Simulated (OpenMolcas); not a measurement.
Bi3+: effect of the active space

```
Program             : OpenMolcas 26.06
Method              : CASSCF or its RAS form
Basis               : ANO-RCC-VTZP
Scalar Hamiltonian  : DKH2, point nucleus
Spin-orbit coupling : RASSI with atomic mean-field integrals over the reference wave functions, term energies averaged over their components
```

A. 2 electrons in 4 orbitals (6s 6p); 2S+1 = 3 even, 3 roots; 2S+1 = 1 even, 7 roots; 2S+1 = 3 odd, 3 roots; 2S+1 = 1 odd, 3 roots; cost roughly 40 core-seconds
B. 2 electrons in 8 orbitals (6s 6p 7s 7p); 2S+1 = 3 even, 3 roots; 2S+1 = 1 even, 7 roots; 2S+1 = 3 odd, 3 roots; 2S+1 = 1 odd, 3 roots; cost about 26 core-seconds
C. 2 electrons in 9 orbitals (RAS2 6s 6p; RAS3 6d, at most 2 electrons); 2S+1 = 3 even, 3 roots; 2S+1 = 1 even, 7 roots; 2S+1 = 3 odd, 3 roots; 2S+1 = 1 odd, 3 roots; cost roughly 27 core-seconds

Energies in cm⁻¹ above 6s² ¹S₀, the measured ground level; measured values from Moore, Atomic Energy Levels, vol. III, NSRDS-NBS 35 (1971 reprint of NBS Circular 467, 1958).

```tsv
Level	A	B	C	Measured
6s² ¹S₀	0.0	0.0	0.0	0.0
6s 6p ³P°₀	67000	67875	66375	70968
6s 6p ³P°₁	72416	73269	71567	75926
6s 6p ³P°₂	88992	89862	88345	
6s 6p ¹P°₁	117822	118636	113971	114602
6p² ³P₀	168452	176752	167359	166552
```

Deviations, from unrounded energies. A percentage is the sum of absolute deviations over the sum of measured energies, with the sign that they share, or ± where signs differ.

| Against measurement | Levels | A | B | C |
| --- | --- | --- | --- | --- |
| mean absolute deviation (cm-1) | 4 | 3100 | 5000 | 2600 |
| other configurations (%) | 4 | ±2.9 | ±4.7 | ±2.4 |

C lies closest to measurement on these levels and B furthest from it. The largest miss of C in the table is 6s 6p ³P°₀, by -4600 cm-1. The ranking rests on the paired levels alone, and a cruder setting can come out closer through cancelling errors.

Among A to C the level of the table that moves most is 6p² ³P₀, by 9400 cm-1 (lowest in C, highest in B).

Spin-orbit splittings of 6p shells tend to come out small when the coupling is added on scalar orbitals. The ¹D term of p² mixes with s d, which this space lacks (holds for A; B). The run also gave levels led by 6s 7s, which use shells meant for correlation; these and all levels above them are left out (holds for B). Active for correlation alone: 6d; no level in the range computed is led by a configuration that fills it, so any true level of that kind is missing (holds for C). Computed and measured levels are paired by configuration, term and J; levels that our copy of the source lacks, or whose pairing is in doubt (as where it misses far off the trend of its configuration), stay unpaired and out of the deviations. Only configurations of the active space appear. The table leaves out levels that lie high or whose names do not pair safely across all columns.

° marks odd parity.
